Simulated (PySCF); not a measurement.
# A small calculation by hand: dipole moment from atomic charges

C₃H₄BrF, SMILES C/C(=C\Br)F. Atoms are numbered in the order given.

```xyz
9

C      1.3744    -1.6822     0.0000
C     -0.0929    -1.4446     0.0000
F     -0.8086    -2.5877     0.0000
C     -0.7793    -0.2977     0.0000
Br     0.0253     1.4116     0.0000
H      1.6587    -2.2706     0.8880
H      1.9301    -0.7372     0.0000
H      1.6587    -2.2706    -0.8880
H     -1.8693    -0.2934     0.0000
```

The structure is a stationary point at B3LYP-D3(BJ)/def2-SVP.

Charges (e) from PySCF with PBE/def2-TZVP:

```tsv
atom	ESP fit	IAO
C1	-0.549	-0.459
C2	0.497	0.290
F3	-0.205	-0.255
C4	-0.502	-0.305
Br5	-0.005	0.034
H6	0.174	0.170
H7	0.160	0.172
H8	0.174	0.170
H9	0.255	0.182
```

The dipole moment of the full density is 0.96 D.

Problem. What dipole moment does each set of point charges give, and which comes closer to that of the density?

Solution. 
μ = Σ q r, and 1 e Å = 4.8032 D.
ESP fit: Σ q r = (0.166, -0.105, 0.000) e Å, |μ| = 0.94 D.
IAO: Σ q r = (0.343, 0.200, 0.000) e Å, |μ| = 1.90 D.
ESP fit comes closer in size. Point charges leave out the atoms' own dipoles (lone pairs, polarised bonds); fits to the potential absorb them, partitions of the density don't.
